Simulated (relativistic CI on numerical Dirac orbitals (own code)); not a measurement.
Radial parameters of Tb⁴⁸⁺

Calculated at this level of theory: Dirac-Coulomb-Breit CI, orbitals from a KLI potential per configuration, model QED (radiative potential, 1s self-energy scaled to tabulated hydrogen-like ionisation energies), unscaled Slater integrals (own radial code, finite nucleus).

Slater integrals F^k, G^k are unscaled and averaged over j, outside the closed core [Ne]; ζ comes from projecting the Hamiltonian with its Breit term on Σ l·s of the shell.

- 3s2 3p5: ζ(3p) = 1.01e+06 cm⁻¹; <r>(3p) = 0.2152, <r^2>(3p) = 0.05359 (bohr units).
- 3s2 3p4 3d: F^2(3p,3p) = 455890, ζ(3p) = 1.0091e+06, F^2(3p,3d) = 459560, G^1(3p,3d) = 479070, G^3(3p,3d) = 323240, ζ(3d) = 137820 cm⁻¹; <r>(3p) = 0.2154, <r^2>(3p) = 0.05368, <r>(3d) = 0.1907, <r^2>(3d) = 0.04196 (bohr units).
- 3s 3p5 3d: G^1(3s,3p) = 577510, ζ(3p) = 1.0088e+06, G^2(3s,3d) = 362790, F^2(3p,3d) = 459330, G^1(3p,3d) = 478970, G^3(3p,3d) = 323130, ζ(3d) = 138450 cm⁻¹; <r>(3s) = 0.2208, <r^2>(3s) = 0.05564, <r>(3p) = 0.2155, <r^2>(3p) = 0.05373, <r>(3d) = 0.1908, <r^2>(3d) = 0.04202 (bohr units).

Averages of the first 10 configurations, taken without configuration mixing, which lowers the lowest level and can move excited configurations by several eV; other configurations of the list can lie among them:

```
Configuration  Parity  States  Average energy above the lowest level (eV)
      3s2 3p5     odd       6                                        71.5
       3s 3p6    even       2                                       373.6
   3s2 3p4 3d    even     150                                       370.9
    3s 3p5 3d     odd     120                                       664.4
       3p6 3d    even      10                                       977.8
   3s 3p4 3d2    even    1350                                       962.9
3s2 3p3 3d 4p    even    1200                                      2380.0
       3p6 4s    even       2                                      2578.2
 3s 3p4 3d 4s    even     600                                      2551.8
   3s2 3p4 4s    even      30                                      1967.9
```
